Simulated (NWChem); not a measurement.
BeNH$_{2}$F; SMILES [NH2][Be][F]

```xyz
5

Be     0.0000     0.0000    -0.0909
F      0.0000     0.0000    -1.4769
N      0.0000     0.0000     1.4128
H      0.0000    -0.8244     1.9887
H      0.0000     0.8244     1.9887
```
Atoms are numbered in this order, from 1.

All runs use the structure optimised with PBE0-D3(BJ)/def2-TZVP.

 Unshifted, non-relativistic core excitations; the lowest 4 roots alone, so stronger bands may lie above.

Question: List the first N K-edge excitations from BHandHLYP/def2-TZVP, restricted-window TDA (NWChem).

Answer: 
```tsv
state	energy (eV)	dipole oscillator strength	leading excitation (squared amplitude)
S1	398.4	0.0003	1s of atom 3 or its equivalents → LUMO (0.84)
S2	399.7	0.0003	1s of atom 3 or its equivalents → LUMO+1 (0.84)
S3	399.9	0.0257	1s of atom 3 or its equivalents → LUMO+2 (0.91)
S4	400.0	0.0407	1s of atom 3 or its equivalents → LUMO+4 (0.79)
```
